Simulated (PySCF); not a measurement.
CH12B2P2Si.
Geometry (GFN2-xTB, Å), atoms numbered from 1 in this order:
```xyz
18
CH12B2P2Si angstrom
Si     2.8221    0.2328    0.1701
C      1.1811   -0.1986    1.0173
B      0.0175   -0.6539   -0.0018
P     -0.7059    0.7349   -1.1888
B     -2.5321    0.1121   -0.8845
P     -1.8189   -0.7328    0.7260
H      2.6107    1.3287   -0.7864
H      3.7913    0.6723    1.1797
H      3.3574   -0.9289   -0.5435
H      0.8651    0.6694    1.6063
H      1.3705   -0.9925    1.7444
H      0.2202   -1.6417   -0.6344
H     -0.4815    2.0125   -0.6892
H     -0.2033    0.9847   -2.4625
H     -3.3540    0.9450   -0.7220
H     -2.7952   -0.7278   -1.6819
H     -1.9626    0.0635    1.8565
H     -2.3911   -1.8736    1.2831
```

Vertical excitations from PySCF (density fitting, frozen core in the response, grid level 2 and gas phase unless stated; continuum runs use non-equilibrium linear response for the excitations) on a GFN2-xTB geometry. Reference run:

| settings | S1, eV (f) | S2, eV (f) | S3, eV (f) | S4, eV (f) | S5, eV (f) | S6, eV (f) | T1, eV (Tamm–Dancoff) | mean α (au) |
| --- | --- | --- | --- | --- | --- | --- | --- | --- |
| PBE0/cc-pVDZ, fitting basis def2-universal-jkfit, start guess atom, TDA, 25 singlets | 6.01 (0.015) | 6.52 (0.003) | 6.83 (0.003) | 7.29 (0.008) | 7.34 (0.002) | 7.44 (0.003) | 5.58 | 111.2 |

Q: What do these settings give: (1) PW91/def2-SVPD, fitting basis def2-universal-jkfit, TDA, 3 singlets; (2) B97-2/pcseg-1, grid level 4, full TDDFT, 6 singlets; (3) KT2/cc-pVDZ, full TDDFT, 1 singlet; (4) OPBE/def2-SVPD, fitting basis def2-qzvpp-jkfit, full TDDFT, 6 singlets?

A: 
```csv
settings,"S1, eV (f)","S2, eV (f)","S3, eV (f)","S4, eV (f)","S5, eV (f)","S6, eV (f)","T1, eV (Tamm–Dancoff)",mean α (au)
"PW91/def2-SVPD, fitting basis def2-universal-jkfit, TDA, 3 singlets",5.27 (0.011),5.71 (0.004),5.86 (0.003),–,–,–,4.99,125.2
"B97-2/pcseg-1, grid level 4, full TDDFT, 6 singlets",5.96 (0.015),6.47 (0.000),6.48 (0.007),7.05 (0.021),7.13 (0.008),7.32 (0.013),5.64,111.9
"KT2/cc-pVDZ, full TDDFT, 1 singlet",5.38 (0.015),–,–,–,–,–,5.08,114.8
"OPBE/def2-SVPD, fitting basis def2-qzvpp-jkfit, full TDDFT, 6 singlets",5.27 (0.011),5.82 (0.002),5.88 (0.004),6.16 (0.011),6.32 (0.007),6.42 (0.005),–,122.5
```

(1) S1 moves by -0.74 eV; functional and basis change together, so the shift can't be laid on one. (2) S1 moves by -0.05 eV; functional, basis and response scheme change together, so the shift can't be laid on one. (3) S1 moves by -0.63 eV; functional and response scheme change together, so the shift can't be laid on one. (4) S1 moves by -0.74 eV; functional, basis and response scheme change together, so the shift can't be laid on one. States are counted by energy in each run and needn't keep their character from row to row.

KT2 was designed for NMR shieldings or shifts; total energies of different functionals aren't comparable.

Q: Which orbital pairs make up S1 in each run, and how does it sit against the orbital gap?

A: 
| settings | S1 configurations (weight) | S1 (eV) | orbital gap (eV) | S1 − gap (eV) |
| --- | --- | --- | --- | --- |
| PBE0/cc-pVDZ, fitting basis def2-universal-jkfit, start guess atom, TDA, 25 singlets | H→L 0.98 | 6.01 | 7.24 | -1.23 |
| PW91/def2-SVPD, fitting basis def2-universal-jkfit, TDA, 3 singlets | H→L 0.98 | 5.27 | 5.13 | +0.14 |
| B97-2/pcseg-1, grid level 4, full TDDFT, 6 singlets | H→L 0.98 | 5.96 | 6.97 | -1.01 |
| KT2/cc-pVDZ, full TDDFT, 1 singlet | H→L 0.99 | 5.38 | 5.23 | +0.15 |
| OPBE/def2-SVPD, fitting basis def2-qzvpp-jkfit, full TDDFT, 6 singlets | H→L 0.99 | 5.27 | 5.13 | +0.14 |

One conformer stands for the species.
